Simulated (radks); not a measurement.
Values are calculated unless marked as measured or tabulated.
A nucleus of charge 31.9 with 31 electrons, 31 electrons, occupied as [Ar] 3d10 4s2 4p1.

Level of theory: Dirac Kohn-Sham, PBE, spin-unpolarised, spherical densities, finite nucleus; open shells are shared between the two j in proportion to 2j + 1; Fermi nuclear charge, rms radius 3.9973 fm (a radial shooting solver on a logarithmic mesh with Libxc functionals).

Energy parts (hartree):
part                       energy
total                 -2082.88385
kinetic                2126.73364
electron-nucleus      -5017.73397
Hartree                 887.09262
exchange-correlation    -78.97614

Orbitals (lengths in bohr, moments of r in powers of bohr; <r^-3> diverges for s and p1/2; r(max) is where P^2 peaks):
\begin{tabular}{lrrrrr}
orbital & occ. & eigenvalue (hartree) & <r^-3> & r(max) & <1/r> \\ \hline
1s1/2 & 2 & -400.2545 & - & 0.03083 & 32.28 \\
2s1/2 & 2 & -50.27309 & - & 0.1767 & 7.123 \\
2p1/2 & 2 & -44.72836 & - & 0.1397 & 7.084 \\
2p3/2 & 4 & -43.57328 & 948.6 & 0.1426 & 6.892 \\
3s1/2 & 2 & -6.40507 & - & 0.5447 & 2.282 \\
3p1/2 & 2 & -4.58072 & - & 0.5399 & 2.154 \\
3p3/2 & 4 & -4.42612 & 128.0 & 0.5483 & 2.108 \\
3d3/2 & 4 & -1.34219 & 14.20 & 0.5049 & 1.777 \\
3d5/2 & 6 & -1.32116 & 13.79 & 0.5077 & 1.764 \\
4s1/2 & 2 & -0.68478 & - & 1.729 & 0.6370 \\
4p1/2 & 0.333333 & -0.38198 & - & 2.097 & 0.5012 \\
4p3/2 & 0.666667 & -0.37354 & 7.034 & 2.131 & 0.4926 \\
\end{tabular}

The highest occupied level is 4p3/2 at -10.165 eV. The density falls to 0.001 e/bohr^3 at r = 3.98 bohr. The electron density at the nucleus is 3.14e+04 e/bohr^3.
